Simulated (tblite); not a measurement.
Compound: C8H16N2.
Geometry (GFN2-xTB, Å), atoms numbered from 1 in this order:
```xyz
26
C8H16N2 angstrom
C     -0.6961    2.3417   -0.2382
C     -0.0291    1.4034   -0.9077
N      0.0890    0.0693   -0.5794
C      1.3897   -0.5465   -0.7583
C      2.4129   -0.0877    0.2850
C      3.7563   -0.7767    0.0906
N     -0.6485   -0.5509    0.3947
C     -1.9193   -0.5142    0.4123
C     -2.5879   -1.2511    1.5309
C     -2.8165    0.1660   -0.5783
H     -1.1788    2.1402    0.7020
H     -0.7478    3.3483   -0.6097
H      0.5176    1.6561   -1.8090
H      1.7457   -0.3046   -1.7644
H      1.2518   -1.6277   -0.6854
H      2.0150   -0.3137    1.2757
H      2.5360    0.9953    0.2114
H      4.1660   -0.5451   -0.8905
H      4.4676   -0.4485    0.8446
H      3.6455   -1.8559    0.1691
H     -3.2269   -2.0382    1.1330
H     -1.8417   -1.6924    2.1845
H     -3.2136   -0.5698    2.1064
H     -2.4030    0.0582   -1.5812
H     -2.8929    1.2363   -0.3789
H     -3.8121   -0.2692   -0.5459
```

All values are computed: GFN2-xTB (tblite) harmonic vibrations without scaling, gas phase. This tight-binding method is rough: wavenumbers can miss measured ones by several per cent, in bad cases by 10 to 20. One conformer, not necessarily the lowest.

Harmonic wavenumbers (cm⁻¹): 44.5, 57.6, 73.4, 96.0, 143.4, 149.9, 172.0, 200.7, 225.5, 252.1, 276.2, 299.1, 344.8, 398.6, 429.5, 476.2, 520.1, 627.8, 690.9, 784.1, 805.2, 829.3, 879.5, 900.1, 932.2, 944.3, 972.4, 998.4, 1022.7, 1060.0, 1082.5, 1091.6, 1111.0, 1114.2, 1174.3, 1221.6, 1252.5, 1264.3, 1291.2, 1307.2, 1335.5, 1354.8, 1387.5, 1395.9, 1414.0, 1414.3, 1457.4, 1460.8, 1467.9, 1472.5, 1478.4, 1493.6, 1503.9, 1505.3, 1669.0, 1694.0, 2944.4, 2971.7, 2973.5, 2982.1, 2997.3, 3001.1, 3012.6, 3014.3, 3027.0, 3029.8, 3035.2, 3038.7, 3040.7, 3064.5, 3117.6, 3149.2.

A = 2095, B = 757.2, C = 621.4 MHz; mass 140.131 u (most abundant isotopes); point group C1, symmetry number 1.

Task: Zero-point energy?

Result: ½Σν̃ = 49711 cm⁻¹ = 594.67 kJ/mol.

Task: Give the ideal-gas entropy at 200 K and 1 bar in the rigid-rotor, harmonic-oscillator model (classical rotation).

Result: Translation 162.20, rotation 121.24, vibration 115.56: S = 399.0 J/(mol K).

Task: And Cp and H(200 K) − H(0)?

Result: Cp = 150.76 J/(mol K), of which vibrations give 117.50 (their classical limit is 72 R = 598.6); H(200 K) − H(0) = 19.14 kJ/mol without the zero-point energy, 12.49 from vibrations.

Task: What must be added to the electronic energy to get the Gibbs energy at 200 K and 1 bar?

Result: ZPE + [H(200 K) − H(0)] − T·S = 594.67 + 19.14 − 79.80 = 534.01 kJ/mol.

Task: Blend soft modes into free rotors: weight 1/[1 + (100 cm⁻¹/ν̃)⁴] for the oscillator and the rest for a rotor with moment μB/(μ + B), μ = h/(8π²ν), B = 10⁻⁴⁴ kg m². What vibrational entropy results?

Result: 107.04 J/(mol K) in place of 115.56, which changes −T·S at 200 K by +1.70 kJ/mol.

Hindered rotation and anharmonicity are outside this model. Other conformers, if any are populated, would add a mixing term that is left out. The structure is chiral; the term R ln 2 for an equal mix with its mirror image is left out.

On one thread of an Arm Neoverse V2, no GPU (shared host), this took 1.1 s. This covers the Hessian and the dipole derivatives.
